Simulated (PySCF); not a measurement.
## J couplings in GaH2(NH2)

Bonds: Ga1-N4 1.811 Å. Ga1 carries H2, H3; N4 carries H5, H6.

Method: PBE/pcJ-1 (pcSseg-1 on Ga)//PBE0-D3(BJ)/def2-SVP, PySCF; isolated molecule, single conformer, non-relativistic. Couplings are averaged over pairs made equivalent by symmetry, fast rotation or ring inversion, so a value needn't be that of the named pair in this geometry, while other rotamers aren't included; one pair stands for each set, and the list holds those of at least 1.5 Hz over up to four bonds.

Isotopes: ¹⁵N, ¹H.

```csv
pair,bonds,J (Hz)
"N4, H5",1,-75.2
"H2, H3",2,52.9
"H2, N4",2,-11.4
"H5, H6",2,?
"H2, H5",3,?
```

Question: Estimate the withheld couplings, with signs.

Answer: 
- ²J(H5,H6) = -1.8 Hz (angle at N4 111°)
- ³J(H2,H5) = 3.9 Hz (mean over equivalent pairs that range from -1.2 to 9.0 Hz in this conformer)

Relativistic effects of the heavier atoms present are left out.
